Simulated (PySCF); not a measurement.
SeFBr, SMILES F[Se]Br.

The structure is a stationary point at ωB97X-D3(BJ)/def2-TZVP.

Vertical ionisation energy (IE) and electron affinity (EA) in eV. Rows of orbital energies are one-electron estimates. Where ΔSCF, EOM or ADC give a negative EA the extra electron is unbound and the value depends on the basis.

```csv
level,IE,EA
"−ε(HOMO), −ε(LUMO), M06-2X/def2-TZVPD (PySCF)",(withheld),(withheld)
ADC(2)/aug-cc-pVDZ (PySCF),8.84,0.53
```

What belongs in the gaps? (An estimate is asked for; the answer gives what the named calculation found.)


- −ε(HOMO), −ε(LUMO), M06-2X/def2-TZVPD (PySCF), IE: 8.23
- −ε(HOMO), −ε(LUMO), M06-2X/def2-TZVPD (PySCF), EA: 1.70

Beyond the first one, list the lowest photoelectron lines from PySCF with ADC(2)/aug-cc-pVDZ with their pole strengths (two spins summed). (The exact figures need the calculation; the answer reports its results.)

11.24 eV (1.80), 11.60 eV (1.77), 12.21 eV (1.76), 13.85 eV (1.68), 14.45 eV (1.72).
